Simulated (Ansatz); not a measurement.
A nudged elastic band was laid between two geometries of CH8Si2 + H2Se (14 atoms, charge 0, multiplicity 1).

Computed with Ansatz, RKS B3LYP-D4/def2-SVP.

```json
{
 "movable images": "5",
 "climbing image": "from the first iteration",
 "spring": "5.0 eV/Å²",
 "optimiser": "lbfgs",
 "start path": "through a guess of the saddle point",
 "force threshold": "0.05 eV/Å",
 "iteration limit": "60",
 "end points": "relaxed"
}
```

Image 0:

```xyz
14
Properties=species:S:1:pos:R:3
Si -0.657 -0.952 0.696
C 0.683 -0.091 1.718
H -1.932 -0.175 0.748
H -0.940 -2.298 1.286
Si 0.027 -1.234 -1.546
H -0.558 3.106 0.169
Se -0.728 2.478 -1.156
H 0.909 0.900 1.296
H 0.358 0.041 2.763
H 1.613 -0.683 1.721
H 1.222 -0.389 -1.846
H -1.058 -0.872 -2.508
H 0.409 -2.658 -1.801
H 0.653 2.827 -1.540
```

Image 6:

```xyz
14
Properties=species:S:1:pos:R:3
Si -1.633 -0.311 -0.377
C 1.367 0.786 1.842
H -3.009 -0.762 -0.733
H -1.423 -0.540 1.082
Si -0.012 -1.412 -1.675
H 0.546 1.503 1.699
Se -1.628 1.939 -0.909
H 2.263 1.318 2.194
H 1.070 0.035 2.588
H 1.594 0.286 0.889
H 1.297 -0.711 -1.517
H -0.415 -1.364 -3.111
H 0.152 -2.837 -1.257
H -0.169 2.070 -0.715
```

(1) Which bonds break or form, and what moves?

(2) Give the energies along the band, and the barrier.

(3) What is the geometry of the highest image?

## Answers

(1) Bonds broken: Si1–C2, H6–Se7. Bonds formed: Si1–Se7, C2–H6. CH8Si2 + H2Se becomes CH4 + H6SeSi2.

(2) The forces met the threshold. The highest image is number 3 of 0 to 6, 2.23 eV above the first end and 2.89 eV above the last; the last end lies 0.65 eV below the first. Neighbouring images differ by up to 1.9 eV, so the band resolves the path poorly. The order of the stationary point at the top wasn't checked. The orbitals stay closed-shell, which can raise the energy where a bond breaks towards radicals; this wasn't checked here.

```json
{"image": "0", "path coordinate (Å)": "0.00", "energy (eV)": "0.00", "Si1–C2 (Å)": "1.89", "H6–Se7 (Å)": "1.48", "Si1–Se7 (Å)": "3.90"}
{"image": "1", "path coordinate (Å)": "1.02", "energy (eV)": "0.06", "Si1–C2 (Å)": "1.90", "H6–Se7 (Å)": "1.47", "Si1–Se7 (Å)": "3.75"}
{"image": "2", "path coordinate (Å)": "2.04", "energy (eV)": "0.51", "Si1–C2 (Å)": "1.93", "H6–Se7 (Å)": "1.49", "Si1–Se7 (Å)": "3.33"}
{"image": "3", "path coordinate (Å)": "3.05", "energy (eV)": "2.23", "Si1–C2 (Å)": "2.20", "H6–Se7 (Å)": "2.02", "Si1–Se7 (Å)": "2.87"}
{"image": "4", "path coordinate (Å)": "4.43", "energy (eV)": "0.38", "Si1–C2 (Å)": "2.97", "H6–Se7 (Å)": "2.40", "Si1–Se7 (Å)": "2.41"}
{"image": "5", "path coordinate (Å)": "5.81", "energy (eV)": "-0.55", "Si1–C2 (Å)": "3.51", "H6–Se7 (Å)": "2.80", "Si1–Se7 (Å)": "2.32"}
{"image": "6", "path coordinate (Å)": "7.19", "energy (eV)": "-0.65", "Si1–C2 (Å)": "3.89", "H6–Se7 (Å)": "3.42", "Si1–Se7 (Å)": "2.31"}
```

(3) 
```xyz
14
Properties=species:S:1:pos:R:3
Si -0.828 -0.500 0.353
C 0.667 0.454 1.651
H -2.216 -0.070 0.647
H -0.618 -1.682 1.274
Si 0.000 -1.134 -1.740
H 0.015 1.076 0.745
Se -0.855 2.159 -0.726
H 1.172 1.429 1.769
H 0.169 0.205 2.596
H 1.435 -0.284 1.381
H 1.367 -0.545 -1.839
H -0.865 -0.657 -2.848
H 0.137 -2.625 -1.793
H 0.421 2.173 -1.470
```

Run time: 18 min on 4 threads of Arm Neoverse N1 (shared host), peak memory 0.39 GiB.
